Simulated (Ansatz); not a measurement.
Frontier orbitals of CH$_{7}$ClGeSi, SMILES `Cl[SiH2][CH2][GeH3]`.

Z-matrix (Å, degrees):
```
Si
C 1 1.852
Cl 1 2.063 2 110.6
H 1 1.483 2 111.0 3 118.9
H 1 1.483 2 111.0 3 -118.9
Ge 2 1.965 1 113.4 3 -179.8
H 2 1.093 1 109.6 3 59.2
H 2 1.093 1 109.6 3 -58.8
H 6 1.538 2 109.9 1 60.3
H 6 1.538 2 109.9 1 -59.6
H 6 1.537 2 109.6 1 -179.7
```

The species carries charge 0 and has multiplicity 1. Correlated methods include outer-core shells of Ge, which these sets cover unevenly. Scalar relativity is left out up to krypton. The geometry is a stationary point of PBE0-D4/def2-TZVP. It is one conformer, not always the lowest. Basis def2-TZVPP, Ansatz 0.2.0.

| functional | HOMO (eV) | LUMO (eV) |
| --- | --- | --- |
| BHLYP | -9.74 | 0.94 |

Give HOMO and LUMO (eV) with LDA (SPW92), PBE, revPBE, BLYP, r2SCAN, B97M-V, PBE0, B3LYP, r2SCANh, r2SCAN0, HSE06 (plane-wave form), CAM-B3LYP, LC-ωPBE, ωB97X-V, ωB97M-V, HF. (An estimate is asked.)

Ansatz gave: 
```csv
functional,HOMO,LUMO
LDA (SPW92),-7.42,-1.11
PBE,-7.30,-0.83
revPBE,-7.26,-0.71
BLYP,-7.15,-0.70
r2SCAN,-7.62,-0.48
B97M-V,-7.75,-0.65
PBE0,-8.59,0.03
B3LYP,-8.35,-0.18
r2SCANh,-8.09,-0.19
r2SCAN0,-8.79,0.23
HSE06 (plane-wave form),-8.19,-0.34
CAM-B3LYP,-9.91,1.05
LC-ωPBE,-11.28,2.21
ωB97X-V,-10.92,2.07
ωB97M-V,-10.76,1.80
HF,-11.58,3.10
```

B3LYP here is the variant with VWN-RPA as its local correlation; programs differ in this. LC-ωPBE has ω = 0.4 bohr⁻¹. Positive LUMOs are unbound and depend on the basis.
